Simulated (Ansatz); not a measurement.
C$_{2}$H$_{7}$FSn (`FC[CH2][SnH3]`). The species carries charge 0 and has multiplicity 1. Sn takes the def2 core potential.

```xyz
11

F    -2.503    0.883   -0.462
C    -1.117    0.887   -0.342
C    -0.622   -0.467    0.074
Sn    1.521   -0.530    0.279
H    -0.714    1.187   -1.315
H    -0.864    1.657    0.394
H    -0.907   -1.221   -0.664
H    -1.055   -0.753    1.035
H     2.255   -0.136   -1.212
H     2.020    0.595    1.464
H     1.987   -2.102    0.749
```

Task: What are the harmonic wavenumbers in cm⁻¹ at PBE0-D4/def2-TZVP (Ansatz, finite differences of forces, unscaled)? (Estimate.)

Result: Ansatz gave: 67, 111, 151, 308, 419, 443, 643, 690, 712, 728, 730, 932, 1034, 1088, 1157, 1225, 1316, 1402, 1468, 1506, 1942, 1943, 1953, 3045, 3076, 3088, 3136.

Task: Is this a minimum?

Result: Yes, all 27 modes are real.

Task: Give the ideal-gas thermochemistry at 298.15 K and 1 bar (rigid rotor, harmonic oscillator; point group Cs, symmetry number 1).

Result: Zero-point energy 205.2 kJ/mol; H(298) − E = 225.3 kJ/mol; entropy 348.5 J/(mol·K), of which translation 172.8, rotation 112.0, vibration 63.7; G(298) − E = 121.4 kJ/mol. Modes under 100 cm⁻¹ are hindered rotations or soft bends, so the harmonic entropy is rough.

Task: And at 400, 500, 600, 800 and 1000 K?

Result: 
```json
{"T (K)": "400", "H − E (kJ/mol)": "236.8", "S (J/mol/K)": "381.6", "G − E (kJ/mol)": "84.2"}
{"T (K)": "500", "H − E (kJ/mol)": "250.2", "S (J/mol/K)": "411.4", "G − E (kJ/mol)": "44.5"}
{"T (K)": "600", "H − E (kJ/mol)": "265.3", "S (J/mol/K)": "438.9", "G − E (kJ/mol)": "2.0"}
{"T (K)": "800", "H − E (kJ/mol)": "299.6", "S (J/mol/K)": "488.0", "G − E (kJ/mol)": "-90.8"}
{"T (K)": "1000", "H − E (kJ/mol)": "337.9", "S (J/mol/K)": "530.7", "G − E (kJ/mol)": "-192.8"}
```

Task: Rotational constants (cm⁻¹)?

Result: 0.687, 0.04064, 0.03965.
